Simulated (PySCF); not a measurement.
```xyz
3
charge 1 multiplicity 1, angstrom
Sb    0.0000    0.0000    0.0000
O     0.0000    0.0000    1.7568
O     0.0000    0.0000   -1.7568
```

Level of theory: PBE0/[Sb def2-TZVP with ECP28, O def2-TZVP], scalar-relativistic core potentials, density fitting, no spin–orbit coupling, PySCF.

This geometry of [SbO2]+ is a stationary point at this level.

(1) What is the point group?

(2) Is it a minimum?

(3) Which band is strongest in the infrared?

(4) Give the ideal-gas entropy at 298.15 K and 1 bar by parts.

Results:

(1) D∞h.

(2) Yes: all harmonic wavenumbers are real.

(3) 133 cm⁻¹ (πu), 43 km/mol.

(4) translation 171.6, rotation 61.6, vibration 25.4, spin 0.0; total 258.6 J/(mol K).

This need not be the most stable arrangement of these atoms.
